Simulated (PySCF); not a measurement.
# `CC1=C=CCCCCCC1`, C₁₀H₁₆

Molfile (atoms numbered from 1):
```
C10H16
     RDKit          3D

 26 26  0  0  0  0  0  0  0  0999 V2000
    3.1070   -0.1899   -0.9458 C   0  0  0  0  0  0  0  0  0  0  0  0
    1.8333   -0.1323   -0.1557 C   0  0  0  0  0  0  0  0  0  0  0  0
    1.1281    0.9598    0.0394 C   0  0  0  0  0  0  0  0  0  0  0  0
    0.2081    1.8629    0.2773 C   0  0  0  0  0  0  0  0  0  0  0  0
   -1.0951    1.9760   -0.4779 C   0  0  0  0  0  0  0  0  0  0  0  0
   -2.1857    1.1211    0.1999 C   0  0  0  0  0  0  0  0  0  0  0  0
   -2.3315   -0.3174   -0.3146 C   0  0  0  0  0  0  0  0  0  0  0  0
   -1.0561   -1.1374   -0.5034 C   0  0  0  0  0  0  0  0  0  0  0  0
   -0.1974   -1.3863    0.7442 C   0  0  0  0  0  0  0  0  0  0  0  0
    1.2955   -1.4325    0.4225 C   0  0  0  0  0  0  0  0  0  0  0  0
    3.9321   -0.5842   -0.3285 H   0  0  0  0  0  0  0  0  0  0  0  0
    3.3998    0.8002   -1.3193 H   0  0  0  0  0  0  0  0  0  0  0  0
    2.9996   -0.8719   -1.8062 H   0  0  0  0  0  0  0  0  0  0  0  0
    0.3071    2.4925    1.1731 H   0  0  0  0  0  0  0  0  0  0  0  0
   -1.4156    3.0295   -0.4979 H   0  0  0  0  0  0  0  0  0  0  0  0
   -0.9632    1.6679   -1.5273 H   0  0  0  0  0  0  0  0  0  0  0  0
   -3.1646    1.6143    0.0803 H   0  0  0  0  0  0  0  0  0  0  0  0
   -1.9951    1.1162    1.2868 H   0  0  0  0  0  0  0  0  0  0  0  0
   -2.8430   -0.2807   -1.2924 H   0  0  0  0  0  0  0  0  0  0  0  0
   -3.0241   -0.8517    0.3596 H   0  0  0  0  0  0  0  0  0  0  0  0
   -1.3340   -2.1069   -0.9502 H   0  0  0  0  0  0  0  0  0  0  0  0
   -0.4375   -0.6369   -1.2655 H   0  0  0  0  0  0  0  0  0  0  0  0
   -0.3684   -0.5944    1.4903 H   0  0  0  0  0  0  0  0  0  0  0  0
   -0.4963   -2.3286    1.2315 H   0  0  0  0  0  0  0  0  0  0  0  0
    1.8762   -1.7055    1.3221 H   0  0  0  0  0  0  0  0  0  0  0  0
    1.4955   -2.2330   -0.3133 H   0  0  0  0  0  0  0  0  0  0  0  0
  1  2  1  0
  2  3  2  0
  3  4  2  0
  4  5  1  0
  5  6  1  0
  6  7  1  0
  7  8  1  0
  8  9  1  0
  9 10  1  0
 10  2  1  0
  1 11  1  0
  1 12  1  0
  1 13  1  0
  4 14  1  0
  5 15  1  0
  5 16  1  0
  6 17  1  0
  6 18  1  0
  7 19  1  0
  7 20  1  0
  8 21  1  0
  8 22  1  0
  9 23  1  0
  9 24  1  0
 10 25  1  0
 10 26  1  0
M  END
```

Computed with TDDFT CAM-B3LYP/def2-SVPD circular dichroism and optical rotation, one conformer, gas phase (PySCF 2.14.0). Geometry: PBE0-D3(BJ)/def2-SVP.

States above about 7.9 eV (minus the energy of the highest occupied orbital) lie near or above the ionisation threshold and depend on the basis. No stereocentre is labelled: unless the shape is locked (an allene, a helicene, a hindered biaryl), the mirror image is equally populated and a measured rotation or CD is zero.

(1) Draw the ECD and absorption spectra from the lowest 12 states, each a Gaussian of half-width 0.2 eV at 1/e height.

Results:

(1) 
| E (eV) | λ (nm) | Δε (L mol⁻¹ cm⁻¹) | ε (L mol⁻¹ cm⁻¹) |
| --- | --- | --- | --- |
| 5.01 | 247 | +0.01 | 0.163 |
| 5.11 | 243 | +0.11 | 1.54 |
| 5.21 | 238 | +0.65 | 8.88 |
| 5.31 | 233 | +2.25 | 31 |
| 5.41 | 229 | +4.76 | 65.8 |
| 5.51 | 225 | +5.99 | 85.9 |
| 5.61 | 221 | +3.96 | 75.6 |
| 5.71 | 217 | -0.69 | 67.5 |
| 5.81 | 213 | -5.86 | 89.6 |
| 5.91 | 210 | -8.62 | 110 |
| 6.01 | 206 | -7.08 | 88.6 |
| 6.11 | 203 | -3.43 | 49.5 |
| 6.21 | 200 | -0.40 | 70.1 |
| 6.31 | 196 | +3.54 | 333 |
| 6.41 | 193 | +12.85 | 1200 |
| 6.51 | 190 | +26.43 | 3040 |
| 6.61 | 188 | +30.55 | 6920 |
| 6.71 | 185 | +14.71 | 16800 |
| 6.81 | 182 | -8.21 | 34500 |
| 6.91 | 179 | -17.90 | 48500 |
| 7.01 | 177 | -12.14 | 44700 |
| 7.11 | 174 | -0.29 | 30800 |
| 7.21 | 172 | +12.66 | 22400 |
| 7.31 | 170 | +23.19 | 18900 |
| 7.41 | 167 | +28.45 | 14200 |
| 7.51 | 165 | +31.81 | 9510 |
| 7.61 | 163 | +32.24 | 6960 |
| 7.71 | 161 | +23.72 | 5120 |
| 7.81 | 159 | +11.67 | 3210 |

Δε uses R in velocity form, ε uses f in length form. Only the states computed contribute, so the short-wavelength end is incomplete.

The sign of the CD band at 171 nm isn't settled: the length form gives the opposite one.
